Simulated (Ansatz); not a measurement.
A structure relaxed at PBE0-D4/def2-TZVP, charge 0, multiplicity 1:

```json
{"atom": "C1", "x (Å)": "-0.297", "y (Å)": "0.928", "z (Å)": "1.087"}
{"atom": "B2", "x (Å)": "0.145", "y (Å)": "-0.028", "z (Å)": "-0.077"}
{"atom": "N3", "x (Å)": "-0.748", "y (Å)": "-0.887", "z (Å)": "-0.710"}
{"atom": "Te4", "x (Å)": "2.243", "y (Å)": "0.026", "z (Å)": "-0.689"}
{"atom": "H5", "x (Å)": "-0.100", "y (Å)": "1.975", "z (Å)": "0.838"}
{"atom": "H6", "x (Å)": "-1.362", "y (Å)": "0.836", "z (Å)": "1.320"}
{"atom": "H7", "x (Å)": "0.263", "y (Å)": "0.719", "z (Å)": "2.004"}
{"atom": "H8", "x (Å)": "-0.502", "y (Å)": "-1.512", "z (Å)": "-1.457"}
{"atom": "H9", "x (Å)": "-1.718", "y (Å)": "-0.929", "z (Å)": "-0.445"}
{"atom": "H10", "x (Å)": "2.076", "y (Å)": "-1.128", "z (Å)": "-1.870"}
```

Task: Give its formula and SMILES.

Result: CH6BNTe, `CB(N)[TeH]`.

Task: Point group (tolerance 0.08 Å, 0.16 Å for H)?

Result: Cs.

Task: Summarise the bond lengths by kind.

Result: 1 × B–C 1.570 Å; 3 × C–H 1.094 Å; 1 × B–N 1.391 Å; 1 × B–Te 2.186 Å; 2 × H–N 1.005 to 1.007 Å; 1 × H–Te 1.659 Å.

Program: Ansatz 0.2.0.
